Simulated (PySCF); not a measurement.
A structure optimised at B3LYP-D3(BJ)/def2-TZVP, used in a PySCF frequency run:

```
Se
Cl 1 2.1470
```
Charge 0, spin multiplicity 2.

Problem. Write its SMILES, formula and point group.

Solution. Cl[Se], ClSe, C∞v

Problem. What are its rotational constants (standard atomic weights)?

Solution. 4.4811 GHz (linear rotor, B only)
